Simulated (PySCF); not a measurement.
Simulation results for CH₃Cl₂Ge, BGeH₄OSi, BGeH₄N₂, BClGeH₄N and others

Calculation on a computer-drawn molecule: optimised geometry and harmonic frequencies of an isolated molecule of the commonest isotopes, restricted reference for singlets and unrestricted otherwise, frozen core in MP2; on germanium a core potential holds 10 electrons, which the energies leave out, and 3d is frozen in MP2 and coupled-cluster steps. Program: PySCF 2.14.0.

Common to all runs: basis and core potential on germanium cc-pVDZ-PP ECP10MDF.

(1) CH₃Cl₂Ge

Start structure:
```xyz
7
CH3Cl2Ge
C     -0.1175     0.7584    -1.8997
Ge    -0.6547     1.8644    -0.3722
Cl     1.0467     3.0806     0.2308
Cl    -1.1297     0.5518     1.2976
H     -0.9469     0.1127    -2.1873
H      0.1630     1.4041    -2.7316
H      0.7369     0.1533    -1.5934
```

* charge: 0
* multiplicity: 2
* method: MP2
* basis: cc-pV(D+d)Z
* rotational constants: 3.592, 2.107, 1.497 GHz
* total energy: -1252.5698 hartree
* spin squared: 0.7581
* convergence status largest gradient component: 1.886e-05 hartree/bohr

Drawn bonds:
```tsv
atom	other atom	order
1	2	1
2	3	1
2	4	1
1	5	1
1	6	1
1	7	1
```

Optimised structure:
```xyz
7
CH3Cl2Ge
C     -0.1181     0.7603    -1.8967
Ge    -0.6557     1.8685    -0.3652
Cl     1.0519     3.0842     0.2206
Cl    -1.1353     0.5421     1.2925
H     -0.9564     0.1076    -2.1859
H      0.1661     1.4131    -2.7365
H      0.7452     0.1496    -1.5845
```

Modes:
```tsv
frequency (cm⁻¹)	reduced mass (dalton)
124	1.023
138.9	21.59
150.2	3.337
175.9	5.139
403.1	29.98
424.1	37.7
589.2	4.393
778.5	1.223
800.3	1.232
1239	1.216
1441	1.053
1446	1.053
3090	1.03
3213	1.105
3223	1.105
```

(2) BGeH₄OSi

Start structure:
```xyz
8
BGeH4OSi
O     -2.7433    -0.2836    -2.2164
B     -2.0301    -0.0914    -1.4252
Si    -0.6631     0.2940     0.0857
Ge     1.4190    -0.9190    -0.7547
H     -0.1203     1.5957     0.2614
H     -0.7927    -0.4408     1.3316
H      2.6411    -0.3730    -1.6206
H      1.9882    -2.3341    -0.5465
```

* charge: 1
* multiplicity: 1
* method: HF
* basis: cc-pV(D+d)Z
* rotational constants: 6.267, 1.523, 1.265 GHz
* total energy: -683.9503 hartree
* convergence status largest gradient component: 2.82e-05 hartree/bohr

Drawn bonds:
```tsv
atom	other atom	order
1	2	2
2	3	1
3	4	1
3	5	1
3	6	1
4	7	1
4	8	1
```

Optimised structure:
```xyz
8
BGeH4OSi
O     -2.5156    -0.3805    -2.2755
B     -1.8565    -0.0998    -1.3397
Si    -0.5384     0.2465     0.1305
Ge     1.4241    -0.9077    -0.7919
H     -0.1356     1.6519     0.2498
H     -0.8444    -0.4537     1.3824
H      2.4314    -0.2370    -1.7107
H      1.7338    -2.3719    -0.5296
```

Modes:
```tsv
frequency (cm⁻¹)	reduced mass (dalton)
49.96	1.039
64.26	11.87
270.9	3.055
304.2	14.17
370	1.048
383.1	5.57
539.8	7.144
584.6	1.389
624.7	1.182
711.4	1.12
787.9	1.139
953.1	1.039
986.5	1.049
2189	12.34
2295	1.016
2316	1.026
2385	1.027
2411	1.057
```

(3) BGeH₄N₂

Start structure:
```xyz
8
BGeH4N2
B     -1.8403    -0.9267    -0.3598
N     -1.0437    -1.5193     0.3888
Ge    -0.0910    -2.4270     1.6285
N      1.6170    -1.3916     1.4177
H     -2.5882    -0.3014    -0.9826
H      0.4718    -3.7027     0.7920
H      2.3874    -1.6885     1.9758
H      1.4865    -0.4110     1.3895
```

- charge: 0
- multiplicity: 2
- method: HF
- basis: cc-pVDZ
- rotational constants: 12.5, 3.178, 2.583 GHz
- total energy: -429.2987 hartree
- spin squared: 0.76
- convergence status largest gradient component: 1.988e-05 hartree/bohr

Drawn bonds:
```tsv
atom	other atom	order
1	2	1
2	3	2
3	4	1
1	5	1
3	6	1
4	7	1
4	8	1
```

Optimised structure:
```xyz
8
BGeH4N2
B     -1.9045    -0.8982    -0.3513
N     -1.0313    -1.4759     0.3148
Ge     0.1007    -2.3577     1.4332
N      1.6796    -1.4090     1.4020
H     -2.7221    -0.3487    -0.9881
H      0.3682    -3.7715     0.8725
H      2.3549    -1.6940     2.0913
H      1.5540    -0.4133     1.4756
```

Modes:
```tsv
frequency (cm⁻¹)	reduced mass (dalton)
116.6	2.861
158.7	1.749
174.8	1.892
287.5	4.021
571.5	8.557
610.5	1.349
674.9	2.243
732	1.29
750.2	1.171
815.5	1.348
824.1	1.345
945	1.151
1690	1.098
1971	5.053
2122	1.023
2980	1.198
3730	1.051
3824	1.094
```

(4) BClGeH₄N

Start structure:
```xyz
8
BClGeH4N
Cl    -2.9402    -1.9696    -0.6239
B     -3.0357    -0.8263    -1.9797
N     -2.2925     0.3426    -1.7269
Ge    -1.2915     0.5223    -0.0916
H     -3.6423    -0.9917    -2.8999
H     -2.2935     1.0915    -2.4758
H     -2.3515     0.3531     1.0503
H     -0.3210    -0.6719    -0.0221
```

- charge: 0
- multiplicity: 2
- method: HF
- basis: cc-pV(D+d)Z
- rotational constants: 8.602, 1.584, 1.361 GHz
- total energy: -834.4100 hartree
- spin squared: 0.7528
- convergence status largest gradient component: 4.165e-05 hartree/bohr

Drawn bonds:
```tsv
atom	other atom	order
1	2	1
2	3	1
3	4	1
2	5	1
3	6	1
4	7	1
4	8	1
```

Optimised structure:
```xyz
8
BClGeH4N
Cl    -3.1950    -2.2439    -0.8512
B     -3.0663    -0.8575    -1.9822
N     -2.2940     0.2484    -1.6467
Ge    -1.2881     0.5651    -0.0972
H     -3.6654    -0.9365    -3.0120
H     -2.2725     0.9805    -2.3320
H     -2.2082     0.5766     1.1260
H     -0.1787    -0.4827     0.0257
```

Modes:
```tsv
frequency (cm⁻¹)	reduced mass (dalton)
80.57	1.057
114.5	16.33
217.7	2.699
467.2	6.41
578.4	4.905
594.6	1.182
689.5	1.086
748.2	1.485
823.2	2.371
924.7	1.03
940.3	1.428
1117	1.114
1341	1.601
1446	3.071
2209	1.015
2223	1.026
2758	1.098
3807	1.075
```

(5) CH₅BGeN

Start structure:
```xyz
9
CH5BGeN
B     -1.9796    -0.3901     0.7128
N     -1.0634    -0.9395     0.1782
C      0.0019    -1.6262    -0.5090
Ge     1.2878    -2.6538     0.8151
H     -2.8239     0.0423     1.2208
H     -0.3534    -2.4741    -1.1331
H      0.5545    -0.9767    -1.1772
H      0.2577    -3.6135     1.5349
H      1.8623    -3.7044    -0.2022
```

* charge: 0
* multiplicity: 2
* method: HF
* basis: cc-pVDZ
* rotational constants: 18.18, 2.137, 1.954 GHz
* total energy: -413.2540 hartree
* spin squared: 0.7535
* convergence status largest gradient component: 1.135e-05 hartree/bohr

Drawn bonds:
```tsv
atom	other atom	order
1	2	2
2	3	1
3	4	1
1	5	1
3	6	1
3	7	1
4	8	1
4	9	1
```

Optimised structure:
```xyz
9
CH5BGeN
B     -1.9476    -0.4008     0.7296
N     -1.0687    -1.0037     0.1227
C     -0.0508    -1.7100    -0.5505
Ge     1.1030    -2.7324     0.7091
H     -2.7890     0.1775     1.3056
H     -0.4810    -2.4220    -1.2602
H      0.5820    -1.0285    -1.1227
H      0.2468    -3.6657     1.5798
H      2.1493    -3.5504    -0.0729
```

Modes:
```tsv
frequency (cm⁻¹)	reduced mass (dalton)
131.3	1.578
146.2	1.894
276.5	2.783
347.4	5.341
527.8	1.48
580	1.15
708.6	1.836
795.4	1.348
805.2	1.338
865.9	1.339
912.9	1.031
1050	4.669
1324	1.133
1343	1.272
1576	1.092
2104	4.695
2167	1.025
2189	1.024
2992	1.221
3176	1.059
3226	1.105
```

(6) BGeH₄OSi

Start structure:
```xyz
8
BGeH4OSi
O     -0.9260     1.5677    -0.1761
Si    -0.4259     0.2543    -0.3116
B      0.9276    -0.5537     0.7871
Ge     2.2753    -1.4970     1.8623
H     -0.7804    -0.6490    -1.3722
H      1.9993    -1.6832     3.2924
H      2.5282    -2.8589     1.3281
H      3.6984    -0.9160     1.8519
```

* charge: 0
* multiplicity: 2
* method: HF
* basis: cc-pV(D+d)Z
* rotational constants: 22.06, 0.9026, 0.8765 GHz
* total energy: -684.1007 hartree
* spin squared: 0.7714
* convergence status largest gradient component: 2.791e-05 hartree/bohr

Drawn bonds:
```tsv
atom	other atom	order
1	2	2
2	3	1
3	4	1
2	5	1
4	6	1
4	7	1
4	8	1
```

Optimised structure:
```xyz
8
BGeH4OSi
O     -0.9460     1.6438    -0.1331
Si    -0.4144     0.2529    -0.3489
B      0.9523    -0.5974     0.7563
Ge     2.3792    -1.5492     1.9048
H     -0.8586    -0.6529    -1.4301
H      1.9295    -1.6587     3.3620
H      2.5327    -2.9537     1.3112
H      3.7218    -0.8206     1.8398
```

Modes:
```tsv
frequency (cm⁻¹)	reduced mass (dalton)
39.38	1.345
70.47	3.921
101.6	6.418
259	6.225
361.5	3.845
557.5	1.144
577.2	1.508
586.5	1.348
880.2	1.445
888.6	1.074
948.8	1.02
961.2	1.46
977.9	1.616
1284	16.82
2219	1.022
2228	1.024
2244	1.013
2326	1.043
```
